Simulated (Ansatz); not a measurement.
Two isomers of CH3BFN: A = `BC(=N)F`, B = `BN=CF`.

Computed with Ansatz on PBE0-D4/def2-TZVP structures; ΔE is electronic, products minus reactants. CBS: MP2 limit from def2 TZ/QZ plus the TZ coupled-cluster correction, frozen cores. DFT in def2-TZVPP. Each species was taken in one conformer, which may not be the lowest.

Which isomer does CCSD(T)/CBS put lower? Give the gap. (An estimate is asked.)

The calculation gave: B, by 25.5 kcal/mol.

Give E(B) − E(A) in kcal/mol with ωB97M-V, MP2/def2-TZVPP, PBE-D4, CCSD(T)/def2-SVP, PBE0-D4, LDA (SPW92), CCSD(T)/def2-TZVPP. (An estimate is asked.)

Ansatz gave: ωB97M-V -26.7, MP2/def2-TZVPP -26.7, PBE-D4 -28.8, CCSD(T)/def2-SVP -29.3, PBE0-D4 -27.9, LDA (SPW92) -31.8, CCSD(T)/def2-TZVPP -25.6. None reverses the order clearly.

Does the order hold for the free energy at 298.15 K (harmonic terms from PBE0-D4)? (Estimate.)

Computed: Yes: G(B) − G(A) = -25.0 kcal/mol, for one conformer each.

Largest T1 diagnostic: 0.015.

From PBE to PBE0 (25 % exact exchange), in def2-TZVPP and without D4, E(B) − E(A) moves by +0.9 kcal/mol. Leaving LDA and LC-ωPBE aside and taking each functional with its dispersion term where it has one, the values, not all of them listed here, spread over 2.8 kcal/mol, from BLYP-D4 to ωB97X-V. LDA lies −2.9 kcal/mol from PBE without D4.
